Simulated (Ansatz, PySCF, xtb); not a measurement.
Process, species as SMILES: C[SH+]C -> CC[SH2+]
Geometries: B3LYP-D3(BJ)/def2-TZVP minima from Ansatz (a quantum-chemistry and plane-wave program), one conformer each, not searched for the lowest.

Wanted: isomerisation energy (enthalpy at 298 K, with B3LYP-D3(BJ) rigid-rotor harmonic-oscillator terms from PySCF), in kcal/mol. Correlated levels leave the core frozen unless marked. Spin-orbit coupling is left out. Non-relativistic. CBS(X,Y): correlation extrapolated as X^-3; Hartree-Fock from the larger set. [CCSD(T)-MP2]/basis is that difference in the basis named.

```
level     program  isomerisation energy (kcal/mol)
--------  -------  -------------------------------
GFN1-xTB      xtb                             -0.7
```

Task: What does RI-MP2/CBS(cc-pV(T+d)Z,cc-pV(Q+d)Z)+[CCSD(T)-MP2]/cc-pV(T+d)Z (Ansatz) give?

Result: 7.4 kcal/mol
